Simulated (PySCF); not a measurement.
SMILES C1C([CH]CC1)=O, doublet, PBE0/def2-SVP optimised geometry.

```
13

O      2.26    -0.45     1.05
C      1.08    -0.18     0.86
C      0.56     0.86     0.00
C     -0.93     0.86     0.00
C     -1.30     0.02     1.24
C     -0.11    -0.92     1.47
H      1.20     1.50    -0.60
H     -1.36     1.87     0.00
H     -1.30     0.37    -0.93
H     -1.40     0.70     2.11
H     -2.26    -0.50     1.13
H     -0.23    -1.87     0.91
H      0.08    -1.18     2.52
```

Density from PySCF with unrestricted PBE0/def2-TZVP at that geometry.

Minimum of the electron density along straight lines between bonded atoms, close to the bond critical point (lines longer than 1.1 times the sum of covalent radii, or with two minima, are not listed):

| bond | length / Å | ρ at the minimum / e bohr⁻³ | ∇²ρ there / e bohr⁻⁵ | position (fraction from the first atom) |
|---|---|---|---|---|
| O1–C2 | 1.221 | 0.410 | -0.17 | 0.67 |
| C2–C3 | 1.446 | 0.294 | -0.83 | 0.50 |
| C3–C4 | 1.483 | 0.269 | -0.71 | 0.51 |
| C4–C5 | 1.543 | 0.238 | -0.57 | 0.51 |
| C2–C6 | 1.528 | 0.252 | -0.63 | 0.51 |
| C5–C6 | 1.530 | 0.245 | -0.60 | 0.50 |
| C3–H7 | 1.092 | 0.280 | -0.99 | 0.65 |
| C4–H8 | 1.103 | 0.271 | -0.91 | 0.64 |
| C4–H9 | 1.110 | 0.264 | -0.87 | 0.64 |
| C5–H10 | 1.102 | 0.274 | -0.92 | 0.64 |
| C5–H11 | 1.099 | 0.275 | -0.94 | 0.64 |
| C6–H12 | 1.105 | 0.268 | -0.89 | 0.64 |
| C6–H13 | 1.099 | 0.274 | -0.93 | 0.64 |
